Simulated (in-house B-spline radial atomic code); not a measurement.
The numbers below are computed, except where a source is named.
**Ta in an electron gas of r_s = 3: phase shifts, screening, friction and resistivity**

A nucleus sits in a uniform electron gas with a rigid positive background. The Kohn-Sham equations are solved self-consistently in the spin-unpolarised LDA (PW92), non-relativistic, on B-splines with outgoing waves at the boundary and partial waves to l = 8. The model has no lattice, no bands and no magnetic solution. Atomic units; δ_l are the phase shifts at the Fermi level, counted so that each bound state adds π, and good to about 0.0005. Heavy atoms are models without relativity. A narrow, partly filled d or f resonance in a thin gas would split by spin, so such rows rest on a solution that is probably unstable.

The density parameter is r_s = 3 bohr, near that of the valence electrons of Ag (1 per atom, density 10.5 g/cm³, mass 107.87 u, which gives r_s = 3.02).

| l | δ_l (rad) |
| --- | --- |
| 0 | 15.4601 |
| 1 | 12.4754 |
| 2 | 8.0066 |
| 3 | 3.1114 |
| 4 | -0.0038 |
| 5 | -0.0007 |
| 6 | -0.0004 |
| 7 | -0.0004 |
| 8 | -0.0004 |

Bound levels below the band bottom (hartree): p -13.26, d -7.809, s -1.774, p -0.9345, f -0.7428 and deeper ones.

Question: Check the Friedel sum rule, and say where the screening charge sits.

Answer: k_F = (9π/4)^(1/3)/r_s = 0.63972. The rule is Z = (2/π) Σ (2l + 1) δ_l. The terms are s 9.842, p 23.826, d 25.486, f 13.865 and -0.038 beyond, in all 72.982 against Z = 73. Bound states hold 10 s, 24 p, 20 d and 14 f electrons, so the scattering states carry 4.98 in all; where a term is smaller than its bound count, the bound level has drawn weight out of the band.

Question: Find the transport cross section and the electronic stopping of a 1 keV Ta ion (mass 180.95 u).

Answer: σ_tr = (4π/k_F²) Σ (l + 1) sin²(δ_l − δ_(l+1)). The terms for l = 0 to 3 are 0.0244, 1.8837, 2.9009, 0.0028, all together 4.8118, so σ_tr = 30.707 × 4.8118 = 147.752 bohr². With n = 3/(4π r_s³) = 0.008842, the friction coefficient is Q = n k_F σ_tr = 0.8357. For v well below v_F = 0.640, dE/dx = Q v; with 24801 eV per u at v = 1, v = √(1000/(24801 × 180.95)) = 0.0149, so dE/dx = 0.01248 hartree/bohr = 6.42 eV/nm. The largest term couples the d and f waves.

Question: What residual resistivity would 1 atomic per cent of such centres give in Ag?

Answer: Δρ = k_F n_i σ_tr/n in atomic units of 21.74 μΩ·cm. With one host atom per 1 electron, n_i/n = 0.01/1, so Δρ = 0.6397 × 0.01000 × 147.752 × 21.74 = 20.55 μΩ·cm. This is an atom added to the gas, as on an interstitial site.

Question: On a substitutional site the background of one host ion, a sphere holding 1 charge, is taken out. The phase shifts for l = 0 to 4 become 15.3857, 12.4376, 7.7359, 3.1085, -0.0046. What follows?

Answer: The Friedel sum is now 71.98, for Z − 1 = 72. The sum in σ_tr is 5.0185, so σ_tr = 154.10 bohr² and Δρ = 21.43 μΩ·cm per atomic per cent, 1.04 times the value above. A real host ion scatters too, so this model doesn't give zero even for the host's own atom.
